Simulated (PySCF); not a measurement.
**Working out the ionisation energy of V**

V [Ar] 3d3 4s2 (4F) → V⁺ [Ar] 3d4 (5D). All numbers are calculated (PySCF 2.14, the spin-free X2C one-electron Hamiltonian (Gaussian nucleus), in ANO-RCC-VTZP (6s5p3d2f1g, 59 functions)). Frozen: [Ar]. Energies in hartree (1 hartree = 27.21139 eV):

```json
{"part": "UHF", "V (lower)": "-948.142484", "V⁺ (upper)": "-947.915156"}
{"part": "CCSD correlation", "V (lower)": "-0.073038", "V⁺ (upper)": "-0.052339"}
{"part": "(T)", "V (lower)": "-0.002357", "V⁺ (upper)": "-0.000875"}
```

Question: What does Hartree-Fock give?

Answer: (-947.915156) − (-948.142484) = 0.227328 hartree = 6.186 eV.

Question: What do CCSD and CCSD(T) give?

Answer: The CCSD correlation energies differ by 0.020699 hartree = 0.563 eV and the triples by 0.001482 hartree = 0.040 eV, so CCSD gives 6.749 eV and CCSD(T) 6.789 eV.

Measured between the centres of the two terms (NIST): 6.732 eV, so CCSD(T) (valence) is off by 0.057 eV.

What remains against the reference includes basis incompleteness, the frozen core and higher excitations.
